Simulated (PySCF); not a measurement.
SMILES c1cc[c]cc1, doublet (GFN2-xTB optimised geometry):

```
11

C     -0.610    -1.223     0.000
C     -1.393    -0.107     0.000
C     -0.744     1.127     0.000
C      0.639     1.178     0.000
C      1.391     0.016     0.000
C      0.753    -1.223     0.000
H     -2.471    -0.159     0.000
H     -1.327     2.037     0.000
H      1.138     2.137     0.000
H      2.471     0.060     0.000
H      1.329    -2.137     0.000
```

Calculation: unrestricted B3LYP/def2-TZVP (PySCF).

Q: What are the frontier orbital energies (α orbitals alone; a β orbital can be the lowest empty one) and the dipole moment?

A: HOMO-2 -7.31 eV, HOMO-1 -7.26 eV, HOMO -6.77 eV, LUMO -0.59 eV, LUMO+1 -0.38 eV; dipole moment 0.88 D.

Meta-Löwdin charges at B3LYP/def2-TZVP: C1 -0.02, C2 -0.13, C3 -0.11, C4 -0.12, C5 -0.11, C6 -0.13, H7 0.13, H8 0.12, H9 0.12, H10 0.12, H11 0.13.
